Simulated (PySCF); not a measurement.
A run that did not reach its result, on C5H11AlFN (driver script around PySCF, density fitting, GFN2-xTB geometry as the base; each input is a line of settings and coordinates in Å).

Command:
```bash
OMP_NUM_THREADS=1 python probes_run.py task.json out
```
Input:
```
{"job": {"kind": "j", "xc": "PBE0", "basis": "3-21G", "scf": {"diis": false, "max_cycle": 96}}, "charge": 0, "multiplicity": 1}
C      3.472466    -0.940045     0.614531
C     -0.124498     0.223154    -0.516673
F      1.165466    -1.003066     1.043366
C      1.719583     0.350968    -0.770165
Al     0.208234     0.665234     0.590609
N     -1.500417     0.248696     0.228009
C     -2.476884     1.296823     0.449042
C     -2.112089    -0.970035    -0.266553
H      4.336707    -0.646953     0.048649
H      3.626561    -1.562042     1.477723
H      1.273176    -0.246738    -1.580247
H      2.501287     0.967149    -1.208015
H      0.499205     1.545026     1.813368
H     -2.977679     1.586492    -0.483107
H     -1.958984     2.168457     0.853744
H     -3.246647     0.985633     1.164153
H     -2.632200    -0.796928    -1.216809
H     -2.842548    -1.364450     0.450251
H     -1.338520    -1.722658    -0.423147
```

Output:
```
final grid: 149624 points
cycle   1  E = -589.1201849225  dE =  1.557e+00  |g| = 9.480e-01  |ddm| = 4.478e+00
cycle   2  E = -583.3192167738  dE =  5.801e+00  |g| = 3.931e+00  |ddm| = 5.169e+00
cycle   3  E = -566.9708229690  dE =  1.635e+01  |g| = 8.180e+00  |ddm| = 1.638e+01
cycle   4  E = -472.6681491856  dE =  9.430e+01  |g| = 8.826e+00  |ddm| = 3.988e+01
cycle   5  E = -466.4899829167  dE =  6.178e+00  |g| = 1.228e+01  |ddm| = 4.199e+01
cycle   6  E = -391.3745652838  dE =  7.512e+01  |g| = 8.062e+00  |ddm| = 6.817e+01
cycle   7  E = -395.1138953606  dE = -3.739e+00  |g| = 1.184e+01  |ddm| = 7.038e+01
cycle   8  E = -324.1667487844  dE =  7.095e+01  |g| = 8.641e+00  |ddm| = 6.413e+01
cycle   9  E = -325.2365486207  dE = -1.070e+00  |g| = 1.083e+01  |ddm| = 7.609e+01
cycle  10  E = -259.4125333035  dE =  6.582e+01  |g| = 1.033e+01  |ddm| = 6.108e+01
... (76 lines left out)
cycle  87  E = -239.8957786600  dE =  3.954e+01  |g| = 1.246e+01  |ddm| = 7.271e+01
cycle  88  E = -279.4329816417  dE = -3.954e+01  |g| = 1.069e+01  |ddm| = 7.271e+01
cycle  89  E = -239.8957786600  dE =  3.954e+01  |g| = 1.246e+01  |ddm| = 7.271e+01
cycle  90  E = -279.4329816417  dE = -3.954e+01  |g| = 1.069e+01  |ddm| = 7.271e+01
cycle  91  E = -239.8957786600  dE =  3.954e+01  |g| = 1.246e+01  |ddm| = 7.271e+01
cycle  92  E = -279.4329816417  dE = -3.954e+01  |g| = 1.069e+01  |ddm| = 7.271e+01
cycle  93  E = -239.8957786600  dE =  3.954e+01  |g| = 1.246e+01  |ddm| = 7.271e+01
cycle  94  E = -279.4329816417  dE = -3.954e+01  |g| = 1.069e+01  |ddm| = 7.271e+01
cycle  95  E = -239.8957786600  dE =  3.954e+01  |g| = 1.246e+01  |ddm| = 7.271e+01
cycle  96  E = -279.4329816417  dE = -3.954e+01  |g| = 1.069e+01  |ddm| = 7.271e+01
SCF not converged, last energy = -279.4329816417
```

Hardware: an Arm Neoverse V1 with one thread, shared host. Cost: 45 s of wall time, 0.61 GiB resident at most.

What went wrong, and what mends it?

The energy swings between two values 40 Eh apart, cycle after cycle, with a gradient of 1.1e+01 at cycle 96; DIIS was off. The first bond of the GFN2-xTB geometry was scaled by 3.0. Go back to DIIS and the unaltered geometry. Its energy and orbitals aren't self-consistent and shouldn't be used.
